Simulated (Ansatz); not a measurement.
```yaml
crystal:
  periodic: [true, true, true]
  atoms:
    - {symbol: O, position_ang: [1.453474, -0.422867, -1.041533]}
    - {symbol: Al, position_ang: [0.300504, -0.237817, 0.165923]}
    - {symbol: F, position_ang: [0.591583, -0.940872, 1.619737]}
    - {symbol: Se, position_ang: [-1.650305, 0.946709, -0.125941]}
    - {symbol: H, position_ang: [1.392272, -0.059091, -1.922261]}
    - {symbol: H, position_ang: [-2.045528, 0.649839, 1.257876]}
basis:
  gaussian: {orbitals: def2-TZVPP, point_charges: [{charge: 1.00, position_ang: [4.089, 0.043, 0.747]}]}
hamiltonian: {xc: {name: r2SCAN50}, dispersion: d3bj}
output: {forces: true}
```

```sh
$ ansatz run in.yaml --threads 2 --pin off --events-out ev --progress --plain --max-ram 4352MiB
```

Shortened log:

```
Error: YAML parse error: error: line 2 column 3: crystal: missing field `lattice` (a structure is typed as `lattice` and `atoms`, a molecule's as `atoms` in Å alone, or read from a run's directory, `checkpoint`)
 --> <input>:2:3
1 | crystal:
2 |   periodic: [true, true, true]
3 |   atoms:
4 |     - {symbol: O, position_ang: [1.453474, -0.422867, -1.041533]}
```

What is wrong with this run?

The molecule is marked periodic without a cell. The program refused the input.
